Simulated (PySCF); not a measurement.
PySCF job for H13N3Si4, SMILES [SiH3]N[SiH](N[SiH3])N[SiH3], HF/pcSseg-1. The structure is a stationary point at PBE0-D3(BJ)/def2-SVP. Other conformers were not sampled.

```python
import numpy as np
from pyscf import gto, scf, dft
from pyscf.prop.nmr import rhf as nmr

mol = gto.M(
    atom='''
    Si   -0.61890072   -0.03215857   -0.67952903
    N     1.06038785    0.36498237   -0.86785254
    Si    2.32989383   -0.31247128    0.12193592
    N    -1.41308945    1.46605616   -0.33599476
    Si   -0.57181372    2.92852853    0.11193633
    N    -0.71566850   -1.14813438    0.65005793
    Si   -0.73846817   -2.89041954    0.62142601
    H    -1.21113534   -0.69231601   -1.87796518
    H     1.35332275    0.95066845   -1.64464622
    H     2.16174986    0.02474641    1.56853202
    H     3.61454448    0.28066697   -0.35993320
    H     2.42570105   -1.80152769    0.01163552
    H    -2.42542961    1.51846466   -0.39355434
    H     0.29181722    2.74543626    1.31833945
    H    -1.61929786    3.94860306    0.42472530
    H     0.29044200    3.46921167   -0.98531604
    H    -0.78591149   -0.70625101    1.56415609
    H    -2.04134116   -3.44888260    1.10406559
    H     0.34020197   -3.46913415    1.48061130
    H    -0.52603067   -3.30872268   -0.79489386
    ''',
    basis='pcSseg-1',
    charge=0,
    spin=0,
    max_memory=1600,
    verbose=3,
)
mf = scf.RHF(mol).density_fit(auxbasis='def2-universal-jkfit')
mf.conv_tol = 1e-10
mf.max_cycle = 100
mf.kernel()
n = nmr.NMR(mf)
n.verbose = 2
n.max_cycle_cphf = 60
sigma = n.kernel()
print('atom   isotropic/ppm   span/ppm')
for i, s in enumerate(sigma):
    w = np.linalg.eigvalsh((s + s.T) / 2)
    print(f'{mol.atom_symbol(i):2s}{i + 1:3d} {w.mean():14.3f} {w[2] - w[0]:11.3f}')
```

Program output:

```
converged SCF energy = -1326.71525852649
atom   isotropic/ppm   span/ppm
Si  1        427.514      27.668
N   2        255.438      57.809
Si  3        448.052      80.961
N   4        253.556      63.631
Si  5        449.476      82.723
N   6        251.205      49.028
Si  7        448.336      85.783
H   8         27.373       9.219
H   9         31.504      20.735
H  10         27.443       7.908
H  11         27.463       9.171
H  12         27.473       8.596
H  13         31.509      21.617
H  14         27.427       8.139
H  15         27.519       9.137
H  16         27.552       8.796
H  17         31.646      18.831
H  18         27.407      10.082
H  19         27.323       9.164
H  20         27.409       7.826
```

The calculation finished and met its thresholds.
